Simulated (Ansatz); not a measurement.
Ansatz (a program for electronic structure) input (PBE/6-31G*):

Ansatz 0.2 input:
```yaml
crystal:
  periodic: [false, false, false]
  atoms:
    - {symbol: Se, position_ang: [-0.00000000, -0.00000000, -1.69647800]}
    - {symbol: C, position_ang: [0.00000000, 0.00000000, 0.00000000]}
    - {symbol: Se, position_ang: [0.00000000, 0.00000000, 1.69647800]}
basis:
  gaussian:
    orbitals: 6-31G*
hamiltonian:
  xc: {name: PBE}
total_charge: 1
magnetization: {spin_polarized: true, initial_magnetization: 1}
```

Output:

```
Functional definition: PBE
integrals: 0.03 GiB planned
895 factors; their error is unknown
mean field: 0.24 GiB planned
mean field evaluation 1: about -131674.7832 eV, gradient 5.7e1 eV
mean field evaluation 2: about -131618.8129 eV, gradient 9.4e1 eV
mean field evaluation 4: about -131689.8648 eV, gradient 8.8e0 eV
mean field evaluation 8: about -131690.1219 eV, gradient 2.6e-1 eV
mean field evaluation 16: about -131690.1220 eV, gradient 1.9e-5 eV
mean field -131690.12196239 eV, -4839.5227193471 hartree, gradient 1.5e-5 eV, S^2 0.764186; 1 other end points of the search recorded, 0 dependent functions left out
reference -131690.12199399 eV, -4839.5227205083 hartree; 37, 36 occupied and 48, 49 virtual orbitals, 895 factors
Total energy: -131690.12199399 eV, -4839.5227205083 hartree
```

The dipole moment of an ion depends on the origin.

The geometry given is a B3LYP-D3(BJ)/def2-TZVP minimum of the species of charge 0 and multiplicity 1, not of this state.
